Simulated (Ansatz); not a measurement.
Consider the formal exchange of groups at a C–C bond: `BC(B)CF` + `[ZnH2]` → `F[CH2][ZnH]` + `BCB`.

Program: Ansatz. Geometries: PBE0-D4/def2-TZVP. ΔE: electronic, gas phase. CBS: MP2 limit from def2 TZ/QZ plus the TZ coupled-cluster correction, frozen cores. Functionals use def2-TZVPP. For Zn outer-core shells are correlated without core-valence functions, which leaves a few kJ/mol of doubt a bond. Scalar relativity is left out up to krypton. Each species was taken in one conformer, which may not be the lowest.

| level | ΔE (kcal/mol) |
| --- | --- |
| PBE-D4 | 0.8 |
| ωB97X-V | 2.5 |
| CAM-B3LYP | 1.4 |
| RPA@PBE/def2-TZVPP | 2.4 |

(1) What does CCSD(T)/CBS give? (Best estimate.)

Largest T1 diagnostic among the species: 0.016.

## Answers

(1) Ansatz gave: +1.3 kcal/mol. The listed levels differ from it by -0.5, 1.2, 0.1, 1.1 kcal/mol.

The D4 term adds +1.4 kcal/mol with B3LYP and +0.8 kcal/mol with PBE0; it sums over pairs of atoms, weighted by their polarisabilities, and B3LYP, whose exchange is more repulsive, gets the larger term. From PBE to PBE0 (25 % exact exchange), in def2-TZVPP and without D4, ΔE moves by +1.4 kcal/mol. At CCSD(T), def2-SVP lies +2.9 kcal/mol from the extrapolated value and def2-TZVPP +1.1 kcal/mol.

B3LYP here is the variant with VWN-RPA as its local correlation; programs differ in this.
